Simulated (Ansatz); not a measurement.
`C[O][In]([CH3])[O]C` + `O[Si@@H](Cl)[Si@@H](O)Cl` → `C[O][In]([CH3])[Cl]` + `CO[Si@@H](O)[Si@@H](O)Cl`  (redistribution)

Isolated molecules relaxed with PBE0-D4/def2-TZVP in Ansatz; ΔE leaves out vibrations. CCSD(T)/CBS is the MP2 limit (def2-TZVPP, def2-QZVPP) plus CCSD(T) − MP2 in def2-TZVPP, frozen cores. DFT in def2-TZVPP. def2 core potentials past Kr. For In outer-core shells are correlated without core-valence functions, which leaves a few kJ/mol of doubt a bond. Each species was taken in one conformer, which may not be the lowest.

```json
{"species": "`C[O][In]([CH3])[O]C`", "r2SCAN energy (Eh)": "-460.35115"}
{"species": "`O[Si@@H](Cl)[Si@@H](O)Cl`", "r2SCAN energy (Eh)": "-1652.38378"}
{"species": "`C[O][In]([CH3])[Cl]`", "r2SCAN energy (Eh)": "-805.47227"}
{"species": "`CO[Si@@H](O)[Si@@H](O)Cl`", "r2SCAN energy (Eh)": "-1307.30066"}
```

Problem. Work out ΔE.

Solution. ΔE = (-805.47227) + (-1307.30066) − (-460.35115) − (-1652.38378) = -0.03800 Eh = -23.8 kcal/mol. CCSD(T)/CBS gives -23.7 kcal/mol.

Largest T1 diagnostic among the species: 0.015.

From PBE to PBE0 (25 % exact exchange), in def2-TZVPP and without D4, ΔE moves by −2.4 kcal/mol. In def2-TZVPP, CCSD(T) changes the Hartree–Fock value by +5.6 kcal/mol (the triples alone add +1.0 kcal/mol) and MP2 by +6.0 kcal/mol.
